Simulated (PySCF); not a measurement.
Two species compared at the same levels of theory.

First species: C₅H₁₄O₂Si₂.
Cartesian coordinates in Å at the GFN2-xTB level; atoms count from 1:
```xyz
23
C5H14O2Si2 angstrom
C      2.8771    0.1926    1.5018
C      3.0141   -0.4098    0.1319
O      3.9433   -0.1959   -0.6045
C      1.8991   -1.3824   -0.2533
O      0.6182   -0.9837    0.1609
C      0.0676    0.0638   -0.6190
Si    -1.6354    0.4655    0.1643
C     -2.5873   -1.1782    0.2845
Si    -2.7481    2.0506   -1.1131
H      3.4017    1.1430    1.5535
H      3.3376   -0.4924    2.2134
H      1.8299    0.3065    1.7682
H      2.1036   -2.3321    0.2545
H      1.9312   -1.5513   -1.3397
H      0.7346    0.9360   -0.6152
H     -0.0198   -0.2597   -1.6655
H     -1.3274    0.9065    1.5404
H     -3.5212   -1.0546    0.8255
H     -2.8288   -1.5707   -0.7005
H     -1.9984   -1.9305    0.8016
H     -3.0079    1.6135   -2.4899
H     -2.0325    3.3246   -1.2293
H     -4.0560    2.3659   -0.5328
```

Second species: C4H9FO3Si.
SMILES: `CO[SiH2]O[C@@H]1C[C@@H](F)O1`

Levels: PBE0/pcSseg-1 for dipole moment, HOMO energy, LUMO energy and HOMO–LUMO gap; GFN2-xTB for rotational constant A and rotational constant C. Geometries: GFN2-xTB. Each species is one conformer at its optimised geometry, gas phase, non-relativistic unless stated. Electronic properties by PySCF.

The conformers computed, where there is a choice (atom-mapped SMILES and torsion angles):
- `[CH3:1][C:2](=[O:3])[CH2:4][O:5][CH2:6][Si@H:7]([CH3:8])[SiH3:9]`: C1–C2–C4–O5 40°, C2–C4–O5–C6 75°, C4–O5–C6–Si7 -178°, O5–C6–Si7–C8 -53°
- `[CH3:1][O:2][SiH2:3][O:4][C@@H:5]1[CH2:6][C@@H:7]([F:8])[O:9]1`: C1–O2–Si3–O4 -176°, O2–Si3–O4–C5 -174°, Si3–O4–C5–C6 87°

```tsv
property	column X	column Y
dipole moment	2.07 D	2.29 D
HOMO energy	-7.05 eV	-8.06 eV
LUMO energy	-0.68 eV	0.78 eV
HOMO–LUMO gap	6.37 eV	8.84 eV
rotational constant A	2.080 GHz	5.002 GHz
rotational constant C	0.418 GHz	0.582 GHz
```

**Question.** Which column belongs to which species?

**Answer.** Column X is the first species and column Y the second. The first has 23 atoms and 88 electrons, the second 18 and 80.

**Question.** How does each property change from the first species to the second?

**Answer.** dipole moment +0.22 D; HOMO energy -1.01 eV; LUMO energy +1.46 eV; HOMO–LUMO gap +2.47 eV; rotational constant A +2.922 GHz; rotational constant C +0.164 GHz.

On the first: The dipole matches unit charges of opposite sign 0.43 Å apart (1 e·Å = 4.8032 D). A dipole of 2.07 D is allowed in C1, and pure rotational transitions are dipole-allowed.

On the second: The dipole matches unit charges of opposite sign 0.48 Å apart (1 e·Å = 4.8032 D).
